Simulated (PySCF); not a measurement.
## Spin–spin coupling constants

Bonds (- single, = double, # triple, : aromatic): B1-C2, C2-C3, C3-C4, C4-C5, B1-N6, N6:C7, C7:C8, C8:C9, C9:C10, C10:C11, C5-C2, C11:N6. B1 carries H12, H13; C2 carries H14; C3 carries H15, H16; C4 carries H17, H18; C5 carries H19, H20; C7 carries H21; C8 carries H22; C9 carries H23; C10 carries H24; C11 carries H25. Formal charges: B1 -1, N6 +1. H15, H17, H19 are cis to B1 on the ring; H16, H18, H20 are trans to B1 on the ring.

Indirect spin–spin couplings were computed at B3LYP/pcJ-1 (spin–dipole term only in couplings to heteroatoms) (PySCF 2.14.0 with density-fitted response routines) on a PBE0-D3(BJ)/def2-SVP structure, for the isolated molecule, without vibrational or relativistic corrections. Couplings are averaged over pairs made equivalent by symmetry, fast rotation or ring inversion, so a value needn't be that of the named pair in this geometry, while other rotamers aren't included; one pair stands for each set, and the list holds a selection of those of at least 1.5 Hz over up to four bonds, among pairs with at least one B or H atom (others weren't computed).

Isotopes: $^{13}$C, $^{1}$H, $^{11}$B, $^{15}$N.

| pair | bonds | J (Hz) |
| --- | --- | --- |
| B1, C2 | 1 | ? |
| B1, N6 | 1 | ? |
| B1, H12 | 1 | 108.9 |
| C2, H14 | 1 | 124.4 |
| C3, H15 | 1 | ? |
| C3, H16 | 1 | ? |
| C4, H17 | 1 | ? |
| C4, H18 | 1 | 135.4 |
| C7, H21 | 1 | 196.1 |
| C8, H22 | 1 | 175.6 |
| C9, H23 | 1 | 172.8 |
| B1, H14 | 2 | -3.9 |
| C3, H14 | 2 | ? |
| N6, H21 | 2 | -4.7 |
| C7, H22 | 2 | 4.9 |
| B1, H15 | 3 | 5.3 |
| B1, H21 | 3 | 2.3 |
| C3, H13 | 3 | 3.4 |
| N6, H22 | 3 | ? |
| C7, H12 | 3 | 7.6 |
| C7, H25 | 3 | 7.8 |
| H14, H15 | 3 | 11.5 |
| H14, H16 | 3 | 8.7 |
| H15, H17 | 3 | ? |
| H21, H22 | 3 | 6.7 |
| H16, H20 | 4 | 4.5 |

Problem. Estimate the withheld couplings, with signs.

Solution. 
- $^{1}J$(B1,C2) = 51.6 Hz (bond length 1.616 Å)
- $^{1}J$(B1,N6) = -5.8 Hz (bond length 1.605 Å)
- $^{1}J$(C3,H15) = 136.0 Hz (bond length 1.102 Å, sp3 carbon)
- $^{1}J$(C3,H16) = 140.2 Hz (bond length 1.101 Å, sp3 carbon)
- $^{1}J$(C4,H17) = 140.6 Hz (bond length 1.102 Å, sp3 carbon)
- $^{2}J$(C3,H14) = -3.7 Hz (mean over equivalent pairs that range from -4.5 to -2.9 Hz in this conformer)
- $^{3}J$(N6,H22) = -3.0 Hz (dihedral angle 180°)
- $^{3}J$(H15,H17) = 8.9 Hz (dihedral angle 27°)
